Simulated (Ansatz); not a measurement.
Geometry optimisation, Ansatz, RKS B3LYP-D4/def2-SVP.

The input (input.yaml):

```yaml
crystal:
  periodic: [false, false, false]
  atoms:
    - { symbol: Ti, position_ang: [-0.109557, -0.113129, 0.104102] }
    - { symbol: "N", position_ang: [-0.126719, -0.071451, 2.098983] }
    - { symbol: H, position_ang: [-1.007261, -0.227207, 2.591297] }
    - { symbol: H, position_ang: [0.638573, -0.499101, 2.622114] }
    - { symbol: F, position_ang: [1.535464, -0.151356, -0.45222] }
    - { symbol: Cl, position_ang: [-1.447661, 1.409135, -0.72954] }
    - { symbol: F, position_ang: [-0.811885, -1.631174, -0.368723] }
    - { symbol: O, position_ang: [1.211611, 2.489142, 1.178672] }
    - { symbol: H, position_ang: [2.117885, 2.15645, 1.250316] }
    - { symbol: H, position_ang: [0.730951, 2.006991, 1.893498] }
basis:
  gaussian: { orbitals: def2-SVP }
hamiltonian:
  xc: b3lyp
  dispersion: d4
relax:
  f_tol: 0.03
  max_steps: 50
output:
  orbitals: {}
```

Run as:

```bash
$ ansatz run input.yaml --threads 4 --pin off --max-ram 5120MiB --backend cpu --events-out ev --progress --plain --runs-dir out
```

**Question.** Where does it end, and by what steps?

**Answer.** The forces met the threshold. After 25 steps the energy has fallen by 0.676 eV; H3 moved furthest, 1.03 Å. Joined: Ti1–O8 (3.11 → 2.34 Å).

```
step  energy less start (eV)  largest force component (eV/Å)  accepted
   0                  0.0000                           2.029       yes
   1                 -0.1693                           0.798       yes
   2                 -0.2635                           0.694       yes
   3                 -0.2929                           1.188       yes
   4                 -0.3430                           0.508       yes
   5                 -0.3516                           0.133       yes
   6                 -0.3623                           0.307       yes
   7                 -0.3685                           0.230       yes
   8                 -0.3734                           0.155       yes
   9                 -0.3910                           0.178       yes
  10                 -0.3085                           1.803        no
  11                 -0.4102                           0.256       yes
  12                 -0.4260                           0.421       yes
  13                 -0.4384                           0.743       yes
  14                 -0.4717                           0.510       yes
  15                 -0.4773                           0.578       yes
  16                 -0.5306                           0.472       yes
  17                 -0.5858                           0.565       yes
  18                 -0.4802                           3.036        no
  19                 -0.6345                           0.341       yes
  20                 -0.6585                           0.414       yes
  21                 -0.6699                           0.506       yes
  22                 -0.6713                           0.360       yes
  23                 -0.6753                           0.074       yes
  24                 -0.6764                           0.040       yes
  25                 -0.6765                           0.007       yes
```

```xyz
10
Properties=species:S:1:pos:R:3
Ti 0.002 0.091 0.349
N -0.211 -0.402 2.118
H -0.754 -1.208 2.423
H 0.239 0.088 2.887
F 1.641 -0.044 -0.322
Cl -1.228 1.863 -0.355
F -0.842 -1.252 -0.367
O 1.170 1.815 1.412
H 2.017 1.811 0.938
H 0.697 2.607 1.105
```

Whether the end is a true minimum wasn't checked by a vibrational analysis.

Run time: 2.3 min on 4 threads of Intel(R) Xeon(R) Platinum 8259CL CPU @ 2.50GHz (Skylake/Cascade Lake), with other jobs on the host, peak memory 0.38 GiB.
